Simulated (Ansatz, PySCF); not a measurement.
Gas-phase reaction (SMILES): CB(S)S -> [CH2]B(S)S + H atom; the C-H bond at the site shown breaks (other sites are not compared here).

Each molecule is optimised on its own at B3LYP-D3(BJ)/def2-TZVP (Ansatz, a quantum-chemistry and plane-wave program), one conformer each, not searched for the lowest. Cores are frozen in the correlated levels unless marked. UHF or UKS for open shells. Spin-orbit coupling is left out. No relativistic terms. CBS marks a two-point X^-3 extrapolation of the correlation energy; Hartree-Fock from the larger set. Thermal terms are rigid-rotor harmonic-oscillator values from B3LYP-D3(BJ) frequencies (PySCF) at 298.15 K and 1 atm. 1 Eh = 627.5095 kcal/mol. Atoms have translation alone. Electronic entropy comes from spin alone.

```
species     E, CCSD(T)/CBS(aug-cc-pV(T+d)Z,aug-cc-pV(Q+d)Z) (Ansatz) (Eh)  E, r2SCAN-D4/def2-TZVPD (Ansatz + dftd4) (Eh)  H - E (Eh)  G - E (Eh)
----------  -------------------------------------------------------------  ---------------------------------------------  ----------  ----------
CB(S)S                                                         -861.46367                                     -862.37373     0.06757     0.03032
[CH2]B(S)S                                                     -860.79890                                     -861.71778     0.05455     0.01777
H atom                                                           -0.49995                                       -0.49993     0.00236    -0.01065
```

Problem. Work out ΔE and ΔH, ΔG, ΔS and the equilibrium constant at 298.15 K at the first level, then ΔH at the second.

Solution. 
1. ΔE = [(-860.79890) + (-0.49995)] - [(-861.46367)] = 0.16482 Eh = 103.4 kcal/mol at CCSD(T)/CBS(aug-cc-pV(T+d)Z,aug-cc-pV(Q+d)Z).
2. The terms H - E add up to -0.01066 Eh, so ΔH = (0.16482 + (-0.01066))×627.5095 = 96.7 kcal/mol.
3. The terms G - E add up to -0.02320 Eh, so ΔG = 88.9 kcal/mol, and ΔS = (-0.01066 - (-0.02320))×627509.5/298.15 = 26.4 cal/(mol K).
4. log10 K = -ΔG/(RT ln 10) = -65.2, with RT ln 10 = 1.3642 kcal/mol.
5. With ΔH and ΔS taken as constant, ΔG changes sign near ΔH/ΔS = 3660 K, a rough figure that leaves out heat capacities.
6. At r2SCAN-D4/def2-TZVPD the same steps give ΔE = 97.9 and ΔH = 91.2 kcal/mol, a shift of -5.5 from the first level.
7. These values are not checked against measurement here, since the tables used lack a sound gas-phase enthalpy of formation for at least one species.
